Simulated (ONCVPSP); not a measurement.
Cr (Z = 24): one change to an ONCV potential, before and after

ONCVPSP 4.0.1 input, shortened (lines: element, Z, core and valence counts, functional; n l f; lmax; l rc ep ncon nbas qcut; lloc lpopt rc5 dvloc0; l nproj debl; icmod fcfact rcfact), PBE, scalar-relativistic:

```
  Cr 24.00    3    3        4      upf
    1    0    2.00
    2    0    2.00
    2    1    6.00
    3    0    2.00
    3    1    6.00
    3    2    5.00
    2
    0    0.95    0.00    4    8    8.60
    1    1.35    0.00    5    8    9.90
    2    2.10    0.00    4    8    6.20
    4    3    0.85    6.00
    0    2    1.80
    1    2    3.90
    2    1    3.60
    3    3.50    1.20
```

In the s channel the program set the typed energies aside and used -2.976, 0.250 Ha.

Change: s: qcut 11.9; p: qcut 13.7; d: qcut 8.6.

Cutoffs: the cutoffs (Ha) at which the residual kinetic energy of the hardest occupied pseudo-wave falls to 1 and 0.1 mHa per electron; they do not see the model core or the augmentation charge, which bear on the density cutoff. Errors are all-electron minus pseudo energies relative to the spin-unpolarised reference configuration.

Task: Predict the effect on cutoff, ghosts and configuration errors.

Result: The potential gets softer (59 Ha and 180 Ha → 51 Ha and 62 Ha); of the 4 tests that both files solve, the error grows in 0 and shrinks in 4 by more than 15 % and 0.3 meV (median size 255.4 → 146.2 meV); neither file shows a bound ghost.

| quantity | base | changed |
| --- | --- | --- |
| cutoff, loose | 59 Ha | 51 Ha |
| cutoff, tight | 180 Ha | 62 Ha |
| loose cutoff by channel | s 59 Ha, p 25 Ha, d 18 Ha | s 51 Ha, p 48 Ha, d 25 Ha |
| bound ghosts | none | none |
| GHOST(+) flags under 300 eV | none | none |
| error for 3s2 3p6 3d5 4s1, meV [ΔE -6.90 eV] | +12 | +7.7 |
| error for 3s2 3p6 3d4, meV [ΔE 16.05 eV] | +43 | +18 |
| error for 3s2 3p6 3d3, meV [ΔE 46.80 eV] | +536 | +278 |
| error for 3s2 3p5 3d5 4s1, meV [ΔE 44.61 eV] | -468 | -275 |
| s: phases at 0.97 bohr within 0.05 rad from the reference energy up to (Ha; the scan ends near 5) | to the end of the scan | to the end of the scan |
| p: phases at 1.37 bohr within 0.05 rad from the reference energy up to (Ha; the scan ends near 5) | to the end of the scan | to the end of the scan |
| d: phases at 2.13 bohr within 0.05 rad from the reference energy up to (Ha; the scan ends near 5) | 0.2 | 0.4 |
| rms error of d²Exc/dni dnj with the model core, mHa | 2.53 | 1.13 |
